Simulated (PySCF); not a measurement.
Constitutional and geometric isomers with formula H5NSi2. Gas-phase values, no solvent. Strings in code marks are SMILES.

The vertical ionisation energy (Delta-SCF) from two functionals at the same geometries (CAM-B3LYP-D3(BJ)/def2-TZVP), both in PySCF: PBE-D3(BJ)/def2-TZVP and TPSSh-D3(BJ)/def2-TZVP. Delta-SCF ions had no search for a lower state. 

| species | PBE-D3(BJ)/def2-TZVP (eV) | TPSSh-D3(BJ)/def2-TZVP (eV) |
|---|---|---|
| `N[SiH]=[SiH2]` | 7.59 | 7.53 |
| `[SiH](=N/[H])/[SiH3]` | 9.06 | 9.02 |
| `[SiH3]N=[SiH2]` | 8.99 | 9.06 |

Over these rows, drawn at random from the members with no instability flagged (it was tested for open shells, ions and some series alone), PBE minus TPSSh-D3(BJ): mean +0.01 eV, from -0.07 eV to +0.06 eV.
